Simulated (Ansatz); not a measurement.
F2GaH3Si (`[F][Ga]([F])[SiH3]`) from Hartree–Fock to CCSD(T)

```json
{"atom": "F1", "x (Å)": "1.363", "y (Å)": "-0.703", "z (Å)": "2.209"}
{"atom": "Ga2", "x (Å)": "0.488", "y (Å)": "0.360", "z (Å)": "1.130"}
{"atom": "F3", "x (Å)": "0.403", "y (Å)": "1.974", "z (Å)": "1.800"}
{"atom": "Si4", "x (Å)": "-0.434", "y (Å)": "-0.307", "z (Å)": "-0.970"}
{"atom": "H5", "x (Å)": "-1.483", "y (Å)": "0.660", "z (Å)": "-1.373"}
{"atom": "H6", "x (Å)": "-1.004", "y (Å)": "-1.669", "z (Å)": "-0.830"}
{"atom": "H7", "x (Å)": "0.666", "y (Å)": "-0.316", "z (Å)": "-1.967"}
```

The species carries charge 0 and has multiplicity 1. Correlated methods include outer-core shells of Ga, which these sets cover unevenly. Scalar relativity is left out up to krypton. The structure was optimised at the PBE0-D4/def2-TZVP level. Frozen core, restricted reference, the Gaussian-basis code of Ansatz.

| basis | HF (Eh) | MP2 corr. | CCSD corr. | (T) | CCSD(T) total |
| --- | --- | --- | --- | --- | --- |
| def2-SVP | -2412.39328 | -0.68308 | -0.69972 | -0.01553 | -2413.10853 |
| def2-TZVPP | -2413.00149 | -0.84960 | -0.86571 | -0.02837 | -2413.89557 |
| def2-QZVPP | -2413.06090 | -1.15456 | – | – | – |
